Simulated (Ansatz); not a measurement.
CH5BClFSi can be A, `BC[SiH](F)Cl`, or B, `FB(Cl)C[SiH3]`.

Computed with Ansatz on PBE0-D4/def2-TZVP structures; ΔE is electronic, products minus reactants. CCSD(T)/CBS is the MP2 limit (def2-TZVPP, def2-QZVPP) plus CCSD(T) − MP2 in def2-TZVPP, frozen cores. Functionals use def2-TZVPP. B3LYP here is the variant with VWN-RPA as its local correlation; programs differ in this. Each species was taken in one conformer, which may not be the lowest.

Task: Which is lower in electronic energy at CCSD(T)/CBS, and by how much? (Estimate.)

Result: Computed: A, by 0.9 kcal/mol.

Task: Give E(B) − E(A) in kcal/mol with B3LYP-D4, PBE-D4, r2SCAN-D4, HF/def2-TZVPP, PBE0-D4, CCSD(T)/def2-TZVPP, B3LYP. (Best estimate.)

Result: Computed: B3LYP-D4 -0.8, PBE-D4 -3.5, r2SCAN-D4 -1.2, HF/def2-TZVPP 1.9, PBE0-D4 -2.1, CCSD(T)/def2-TZVPP -1.3, B3LYP -1.1. The order is the other way round with B3LYP-D4, PBE-D4, r2SCAN-D4, PBE0-D4, CCSD(T)/def2-TZVPP, B3LYP.

Largest T1 diagnostic: 0.012.

From PBE to PBE0 (25 % exact exchange), in def2-TZVPP and without D4, E(B) − E(A) moves by +1.4 kcal/mol. In def2-TZVPP, CCSD(T) changes the Hartree–Fock value by −3.1 kcal/mol (the triples alone add −0.7 kcal/mol) and MP2 by −1.9 kcal/mol.
